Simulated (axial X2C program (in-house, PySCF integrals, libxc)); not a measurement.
**Outer orbitals of CoSi⁺ at 2.212 Å, HF**

All values were computed with an axial X2C code built on PySCF integrals. Spin-free means the one-electron spin-free X2C Hamiltonian; two-component (2c) means X2C with spin–orbit coupling and atomic mean-field two-electron Coulomb and Gaunt terms, so the difference of the two also holds small scalar two-electron terms. Basis: Co dyall-cv3z [9s10p6d3f2g], Si dyall-v3z [8s7p2d1f] (cores contracted in-house); Gaussian nuclei, density fitting, unrestricted open shells. Masses: Co 58.933 u, Si 27.977 u.

The distance is close to the 2c PBE0 minimum; the highest filled and lowest empty levels are listed.

Spin-free orbitals, state M_S = 1, Λ = 2 (beyond evenly filled blocks: σα, δ+α, δ+β, δ-α) (Löwdin shares):

```csv
symmetry,occupied,ε (eV),atomic character
σα,yes,-27.03,97% Co d
π+α,yes,-26.01,99% Co d
π-α,yes,-26.01,99% Co d
δ-α,yes,-25.63,100% Co d
δ+α,yes,-25.63,100% Co d
σβ,yes,-23.76,"66% Si s, 14% Co p, 12% Co s"
δ+β,yes,-22.20,100% Co d
π+β,yes,-21.99,98% Co d
σα,yes,-20.07,"63% Si s, 21% Co s, 10% Co p"
σβ,yes,-15.39,"71% Si p, 11% Si s, 10% Co s"
π-β,yes,-14.17,"79% Si p, 11% Co d, 9% Co p"
σα,yes,-13.54,"47% Co s, 28% Si p, 11% Si s"
π+β,no,-5.92,"74% Si p, 21% Co p, 5% Co d"
π+α,no,-5.25,"54% Si p, 43% Co p"
π-α,no,-5.25,"54% Si p, 43% Co p"
σα,no,-5.09,"44% Si p, 39% Co p, 13% Co s"
```

Spinors with spin–orbit coupling (state Ω = 3):

```
   ω  occupied  ε (eV)              atomic character    λ mixture
 1/2       yes  -27.03                      97% Co d       100% σ
-1/2       yes  -26.05                      99% Co d       100% π
 3/2       yes  -25.95                      99% Co d       100% π
-3/2       yes  -25.71                     100% Co d       100% δ
 5/2       yes  -25.53                     100% Co d       100% δ
-1/2       yes  -23.76  65% Si s, 14% Co p, 12% Co s       100% σ
 3/2       yes  -22.29                     100% Co d       100% δ
 1/2       yes  -22.04                      98% Co d       100% π
 1/2       yes  -20.06  63% Si s, 21% Co s, 10% Co p       100% σ
-1/2       yes  -15.39  71% Si p, 11% Si s, 10% Co s       100% σ
-3/2       yes  -14.15   79% Si p, 11% Co d, 9% Co p       100% π
 1/2       yes  -13.54  47% Co s, 28% Si p, 11% Si s       100% σ
 1/2        no   -5.93   74% Si p, 21% Co p, 5% Co d  99% π, 1% σ
-1/2        no   -5.26            54% Si p, 43% Co p       100% π
 3/2        no   -5.24            54% Si p, 43% Co p       100% π
 1/2        no   -5.09  44% Si p, 39% Co p, 13% Co s  99% σ, 1% π
```

Mulliken charges and populations of the two-component result (they depend on the basis, above all on diffuse functions):

Co 0.83 e (s 6.96 p 12.13 d 7.08), Si 0.17 e (s 5.97 p 7.79 d 0.07 f 0.01). ⟨Lz⟩ = 2.00 ħ and ⟨Sz⟩ = 1.00 ħ (1.76 and -0.76 on the two atoms), which add up to Ω.

Occupations by symmetry block were frozen at the best pattern of an incomplete PBE0 search. With several unpaired electrons one determinant need not be a pure state. The determinant is spin-polarised beyond a pure state at some levels (its spin-free form has ⟨S²⟩ too high), which makes Re and μ there less reliable.
